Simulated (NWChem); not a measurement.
Species: CH$_{3}$FOPb, singlet; SMILES [Pb]([F])[O]C

```xyz
7

Pb     0.1489    -0.4560     0.0000
F     -1.8632     0.0079     0.0001
O      0.7541     1.5462     0.0004
C     -0.0850     2.6610    -0.0002
H     -0.7500     2.7019     0.8834
H      0.5286     3.5805     0.0033
H     -0.7442     2.7050    -0.8881
```
Atoms are numbered in this order, from 1.

Low-valent species are run as closed-shell singlets; no triplet was tried in these runs. Structure relaxed at the PBE0/def2-SVP level. No frequency run checked for a minimum. def2 effective core potentials on Pb; no spin-orbit coupling.

Task: List the 4 lowest vertical singlet excitations from PBE/def2-SVPD with def2 effective core potentials on Pb, TDA (NWChem).

Result: 
| state | energy (eV) | oscillator strength | leading excitation (squared amplitude) |
|---|---|---|---|
| S1 | 3.18 | 0.007 | HOMO−1 → LUMO (0.99) |
| S2 | 3.76 | 0.056 | HOMO → LUMO (0.89) |
| S3 | 4.80 | 0.002 | HOMO → LUMO+1 (0.98) |
| S4 | 4.85 | 0.004 | HOMO−2 → LUMO (0.70) |
